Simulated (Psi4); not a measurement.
FK, charge -1, doublet, at the geometry of the source list (a state made from the parent by changing its charge; the spin is typed, not shown lowest) (a gas-phase anion, which may not be bound at this level); HF/6-311G** (Psi4).

Psi4 was given this input:
```
memory 2 GB

molecule mol {
-1 2
  K    -0.539800   -0.445200   -0.729200
  F     0.539800    0.445200    0.729200
}

set basis 6-311g**
set reference uhf
set scf_type dfdirj+cosx

energy('scf')
print_variables()
```

The log (banner, timings and long lists left out):

```
   => Loading Basis Set <=

    Name: 6-311G**
    Role: ORBITAL
    Keyword: BASIS

         ---------------------------------------------------------
                                   SCF
               by Justin Turney, Rob Parrish, Andy Simmonett
                          and Daniel G. A. Smith
                              UHF Reference
         ---------------------------------------------------------

  ==> Geometry <==

    Molecular point group: c2v
    Full point group: C_inf_v

    Geometry (in Angstrom), charge = -1, multiplicity = 2:

       Center              X                  Y                   Z               Mass
    ------------   -----------------  -----------------  -----------------  -----------------
         K            0.000000000000     0.000000000000    -0.662496777055    38.963706486400
         F           -0.000000000000     0.000000000000     1.358710505734    18.998403162730

  Running in c2v symmetry.

  Rotational constants: A = ************  B =      0.32310  C =      0.32310 [cm^-1]
  Rotational constants: A = ************  B =   9686.39805  C =   9686.39805 [MHz]
  Nuclear repulsion =   44.769927258375425

  Charge       = -1
  Multiplicity = 2
  Electrons    = 29
  Nalpha       = 15
  Nbeta        = 14

  ==> Algorithm <==

  SCF Algorithm Type is DFDIRJ+COSX.
  DIIS enabled.
  MOM disabled.
  Fractional occupation disabled.
  Guess Type is SAD.
  Energy threshold   = 1.00e-06
  Density threshold  = 1.00e-06
  Integral threshold = 1.00e-12

  ==> Primary Basis <==

  Basis Set: 6-311G**
    Blend: 6-311G**
    Number of shells: 25
    Number of basis functions: 57
    Number of Cartesian functions: 60
    Spherical Harmonics?: true
    Max angular momentum: 2

   => Loading Basis Set <=

    Name: (6-311G** AUX)
    Role: JKFIT
    Keyword: DF_BASIS_SCF

  ==> Integral Setup <==

  ==> CompositeJK: Mix-and-Match J+K Algorithm Combos <==

    J tasked:                  Yes
    J algorithm:           DF-DirJ
    K tasked:                  Yes
    K algorithm:              COSX
    wK tasked:                  No
    Integrals threads:           1
    Incremental Fock:           No
    Screening Type:           CSAM

  ==> DF-DirJ: Integral-Direct Density-Fitted J <==

    J Screening Cutoff:      1E-12

  ==> COSX: Chain-of-Spheres Semi-Numerical K <==

    K Screening Cutoff:       1E-12
    K Density Cutoff:         1E-10
    K Basis Cutoff:           1E-10
    K Overlap Fitting:          Yes

  Minimum eigenvalue in the overlap matrix is 2.4267277797E-02.
  Reciprocal condition number of the overlap matrix is 7.4112182874E-03.
    Using symmetric orthogonalization.

  ==> Pre-Iterations <==

  SCF Guess: Superposition of Atomic Densities via on-the-fly atomic UHF (no occupation information).

   -------------------------
    Irrep   Nso     Nmo
   -------------------------
     A1        28      28
     A2         3       3
     B1        13      13
     B2        13      13
   -------------------------
    Total      57      57
   -------------------------

  ==> Iterations <==

                        Total Energy        Delta E     RMS |[F,P]|

   @UHF iter SAD:  -697.86261940392683   -6.97863e+02   0.00000e+00
   @UHF iter   1:  -698.51183778424695   -6.49218e-01   1.69860e-02 ADIIS/DIIS
   @UHF iter   2:  -698.58098413383141   -6.91463e-02   1.23621e-02 ADIIS/DIIS
   @UHF iter   3:  -698.62802037308552   -4.70362e-02   9.07465e-04 ADIIS/DIIS
   @UHF iter   4:  -698.62959916005980   -1.57879e-03   2.64006e-04 ADIIS/DIIS
   @UHF iter   5:  -698.63022009539452   -6.20935e-04   1.21178e-04 ADIIS/DIIS
   @UHF iter   6:  -698.63041821811987   -1.98123e-04   3.08542e-05 DIIS
   @UHF iter   7:  -698.63042918589315   -1.09678e-05   1.02930e-05 DIIS
   @UHF iter   8:  -698.63042924821752   -6.23244e-08   2.61114e-06 DIIS
   @UHF iter   9:  -698.63042913835625    1.09861e-07   7.34289e-07 DIIS
  Energy and wave function converged with early screening.
  Continuing SCF iterations with tighter screening.

   @UHF iter  10:  -698.64571065930829   -1.52815e-02   3.17248e-03 ADIIS/DIIS
  Energy and wave function converged.

  ==> Post-Iterations <==

   @Spin Contamination Metric:   6.801813009E-05
   @S^2 Expected:                7.500000000E-01
   @S^2 Observed:                7.500680181E-01
   @S   Expected:                5.000000000E-01
   @S   Observed:                5.000000000E-01

    Orbital Energies [Eh]
    ---------------------

    Alpha Occupied:

[...]
    Alpha Virtual:

[...]
    Beta Occupied:

[...]
    Beta Virtual:

[...]
      28A1   287.491963

    Final Occupation by Irrep:
             A1    A2    B1    B2
    DOCC [     8,    0,    3,    3 ]
    SOCC [     1,    0,    0,    0 ]
    NA   [     9,    0,    3,    3 ]
    NB   [     8,    0,    3,    3 ]

  @UHF Final Energy:  -698.64571065930829

   => Energetics <=

    Nuclear Repulsion Energy =             44.7699272583754251
    One-Electron Energy =               -1060.2728041657871927
    Two-Electron Energy =                 316.8571662481034537
    Total Energy =                       -698.6457106593082926

  UHF NO Occupations:
  HONO-2 :    3 B1 1.9999900
  HONO-1 :    8 A1 1.9999885
  HONO-0 :    9 A1 1.0000000
  LUNO+0 :   10 A1 0.0000115
  LUNO+1 :    4 B1 0.0000100
  LUNO+2 :    4 B2 0.0000099
  LUNO+3 :   11 A1 0.0000013

Computation Completed

Properties will be evaluated at   0.000000,   0.000000,   0.000000 [a0]

Properties computed using the SCF density matrix

 Multipole Moments:

 ------------------------------------------------------------------------------------
     Multipole            Electronic (a.u.)      Nuclear  (a.u.)        Total (a.u.)
 ------------------------------------------------------------------------------------

 L = 1.  Multiply by 2.5417464519 to convert [e a0] to [Debye]
 Dipole X            :          0.0000000            0.0000000            0.0000000
 Dipole Y            :          0.0000000           -0.0000000           -0.0000000
 Dipole Z            :          2.6320234           -0.6784952            1.9535282
 Magnitude           :                                                    1.9535282

 ------------------------------------------------------------------------------------

  Variable Map:
  ----------------------------------------------------------------------------
[...]
  Array Variable Map:
  ----------------------------------------------------------------------------
[...]
[...]
```
